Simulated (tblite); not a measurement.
Species: C7H13N.
Structure used (GFN2-xTB), in Å, numbered top down from 1:
```
atom  x, y, z in Å
C1     2.682   -1.011   -0.411
C2     1.717   -0.275   -0.926
C3     1.091    0.898   -0.239
N4    -0.362    0.786   -0.211
C5    -0.979    2.027    0.212
C6    -0.784   -0.313    0.609
C7    -2.145   -0.895    0.380
C8    -0.923   -1.669   -0.012
H9     3.083   -0.815    0.570
H10    3.120   -1.836   -0.947
H11    1.324   -0.481   -1.911
H12    1.511    1.006    0.777
H13    1.336    1.803   -0.805
H14   -0.654    2.345    1.215
H15   -2.060    1.899    0.223
H16   -0.726    2.812   -0.500
H17   -0.432   -0.279    1.646
H18   -2.741   -0.475   -0.414
H19   -2.716   -1.220    1.237
H20   -0.639   -2.532    0.571
H21   -0.712   -1.759   -1.064
```

Method: GFN2-xTB as coded in tblite; computed harmonic values from a numerical Hessian at the method's own geometry, unscaled. Errors from tens to a few hundred cm⁻¹ against measured bands are possible. One conformer, not necessarily the lowest.

Harmonic wavenumbers (cm⁻¹): 54.0, 68.2, 122.1, 192.7, 208.5, 243.6, 296.3, 355.0, 401.4, 464.9, 496.4, 631.8, 783.4, 814.1, 860.5, 895.5, 918.5, 970.0, 997.1, 1000.8, 1026.3, 1039.1, 1069.4, 1078.0, 1081.5, 1104.2, 1108.4, 1150.1, 1155.1, 1173.3, 1217.5, 1247.4, 1264.9, 1289.9, 1334.8, 1375.5, 1414.3, 1418.6, 1424.9, 1465.0, 1482.5, 1489.4, 1494.0, 1720.6, 2801.6, 2844.4, 2876.2, 2926.1, 3005.0, 3025.5, 3072.4, 3087.2, 3091.9, 3095.1, 3106.2, 3123.7, 3125.8.

A = 2809, B = 1661, C = 1136 MHz; mass 111.105 u (most abundant isotopes); point group C1, symmetry number 1.

**Question.** Zero-point energy?

**Answer.** Half the sum of the wavenumbers: 40290 cm⁻¹ = 115.19 kcal/mol.

**Question.** What is S at 500 K and 1 bar for an ideal gas of classical rigid rotors and harmonic oscillators?

**Answer.** Translation 42.63, rotation 30.04, vibration 45.10: S = 117.8 cal/(mol K).

**Question.** And Cp and H(500 K) − H(0)?

**Answer.** Cp = 57.28 cal/(mol K), of which vibrations give 49.33 (their classical limit is 57 R = 113.3); H(500 K) − H(0) = 15.91 kcal/mol without the zero-point energy, 11.93 from vibrations.

**Question.** Which modes carry the vibrational entropy at 500 K?

**Answer.** 54.0 cm⁻¹: 5.69; 68.2 cm⁻¹: 5.23; 122.1 cm⁻¹: 4.08; 192.7 cm⁻¹: 3.18; 208.5 cm⁻¹: 3.03; 243.6 cm⁻¹: 2.73 cal/(mol K); the other 51 give 21.16 together.

**Question.** What must be added to the electronic energy to get the Gibbs energy at 500 K and 1 bar?

**Answer.** ZPE + [H(500 K) − H(0)] − T·S = 115.19 + 15.91 − 58.88 = 72.22 kcal/mol.

Hindered rotation and anharmonicity are outside this model. Other conformers, if any are populated, would add a mixing term that is left out. The structure is chiral; the term R ln 2 for an equal mix with its mirror image is left out.

Hardware: Arm Neoverse N1, one thread (shared host). The figure is for the frequency step alone.
